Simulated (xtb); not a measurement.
GeH₃NO, SMILES [OH][Ge][NH2] (connectivity only; charge and spin as stated), neutral, multiplicity 1. All values are semi-empirical tight-binding results from xtb (GFN2-xTB unless named), good for trends rather than for accurate numbers. Coordinates come from a GFN2-xTB optimisation. The values are those of a single conformer.

For metal compounds this method's bond lengths and energies can be far off.

Computed properties:
- point group as xtb finds it = Cs
- orbital gap = 4.66 eV
- zero-point energy = 22.4 kcal/mol
- G − E(el) at 298.15 K (modified RRHO) = 5.0 kcal/mol
